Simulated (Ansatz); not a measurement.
System: sum formula YOF (charge +1, doublet). The spin state was set by rule; other spins were not relaxed. 
Geometry from a B3LYP-D3(BJ)/def2-TZVP (Ansatz, a first-principles code) optimisation:
```xyz
3

Y      0.0975    -0.1275     0.3095
O      1.3182    -0.0735    -1.2918
F     -1.5944     0.6179    -0.1930
```
Charge +1, spin multiplicity 2.

Total electronic energies in hartree. Cores are frozen in the correlated levels unless marked. Open shells are spin-unrestricted. No spin-orbit coupling. The frozen core is the preceding noble-gas configuration, with the filled d and f shells of earlier blocks. In def2 rows, elements after Kr have scalar-relativistic effective core potentials. STO-3G rows are all-electron and non-relativistic. CBS marks a two-point X^-3 extrapolation of the correlation energy; Hartree-Fock from the larger set. The bracket is a focal-point correction in the basis named.

```csv
level,program,energy (Eh)
HF/STO-3G,Ansatz,-3469.28397
HF/def2-SVPD,Ansatz,-211.89177
HF/def2-QZVPPD,Ansatz,-212.12512
BLYP-D4/def2-TZVPD,Ansatz + dftd4,___
B97M-V/def2-TZVPD,Ansatz,-213.20893
PBE0/def2-TZVP,Ansatz,-213.06544
BHLYP/def2-TZVPD,Ansatz,-213.11189
r2SCAN0-D4/def2-TZVPD,Ansatz + dftd4,___
CAM-B3LYP-D3(BJ)/def2-TZVPD,Ansatz + dftd3,-213.17265
LC-wPBE-D3(BJ)/def2-TZVPD,Ansatz + dftd3,-213.17018
wB97X-V/def2-TZVPD,Ansatz,___
B2PLYP-D3(BJ)/def2-TZVPD,Ansatz + dftd3,-213.02306
PBE-QIDH/def2-TZVPD,Ansatz,-212.92259
RPA@PBE/def2-QZVPP,Ansatz,-212.92589
MP2/def2-TZVPPD,Ansatz,-212.61026
MP2/def2-QZVPP,Ansatz,-212.66282
SCS-MP2/def2-TZVPP,Ansatz,-212.59242
CCSD/STO-3G,Ansatz,-3469.39565
CCSD/def2-TZVPP,Ansatz,-212.60912
CCSD(T)/STO-3G,Ansatz,-3469.41351
CCSD(T)/def2-SVP,Ansatz,-212.27541
"RI-MP2/CBS(def2-TZVPP,def2-QZVPP)+[CCSD(T)-MP2]/def2-QZVPP",Ansatz,-212.7142
"CCSD(T)/CBS(def2-TZVPP,def2-QZVPP)",Ansatz,-212.7135
```

**Question.** Fill in the missing entries.

**Answer.** 
- BLYP-D4/def2-TZVPD, energy (Eh): -213.22099
- r2SCAN0-D4/def2-TZVPD, energy (Eh): -213.14163
- wB97X-V/def2-TZVPD, energy (Eh): -213.16820
